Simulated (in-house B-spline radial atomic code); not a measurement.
Gd³⁺. Computed with a B-spline radial atomic code. Model: all-electron spherical atom, spin shells full or empty, radial basis limit, no spin-orbit coupling, Breit or QED, empty-state partial waves extrapolated as (l+1/2)^-4, RPA, G0W0 and static COHSEX of the highest shell as one setting changes (uncorrelated shells keep exact exchange).

Without the two-electron picture change, core correlation of heavy ions comes too large.

Given: element Gd; charge 3; filled core Xe; hamiltonian one-electron scalar X2C; mean-field start PBE0; highest l of empty states 9; nuclear rms radius 5.1569 fm; highest mean-field shell 4f up.

Shell: 4f 7 0 (electrons up and down).

```
lowest nl shells left uncorrelated  RPA correlation energy (hartree)  G0W0 level (eV)  G0W0 minus most complete (meV)  COHSEX level (eV)  linearised minus solved G0W0 (meV)
                                 0                           -5.1447           -45.02                               0            -50.506                               -44.9
                                 1                            -4.946           -45.02                               0            -50.506                               -44.9
                                 2                           -4.7439           -45.02                             0.4            -50.505                               -44.8
                                 3                                 ?                ?                               ?                  ?                                   ?
                                 4                                 ?                ?                               ?                  ?                                   ?
                                 5                           -3.4045           -44.97                            49.6            -50.456                               -44.1
                                 6                           -2.4737          -44.901                           119.2            -50.524                                 -43
                                 7                           -2.3002          -44.873                             147             -50.44                               -42.7
                                 8                           -1.7833          -44.813                           207.4            -50.146                                 -42
                                 9                          -0.84219          -44.863                           156.9            -49.647                               -45.5
                                10                          -0.69276          -44.992                            28.4            -49.548                               -49.5
                                11                          -0.26319          -45.843                          -822.6            -49.047                                 -57
```

(1) What follows for lowest nl shells left uncorrelated = 3?

(2) What follows for lowest nl shells left uncorrelated = 4?

Answers

(1) RPA correlation energy -4.1609 hartree; G0W0 level -45.018 eV; G0W0 minus most complete 1.7 meV; COHSEX level -50.503 eV; linearised minus solved G0W0 -44.8 meV.

(2) RPA correlation energy -3.9729 hartree; G0W0 level -45.009 eV; G0W0 minus most complete 11.4 meV; COHSEX level -50.49 eV; linearised minus solved G0W0 -44.7 meV.
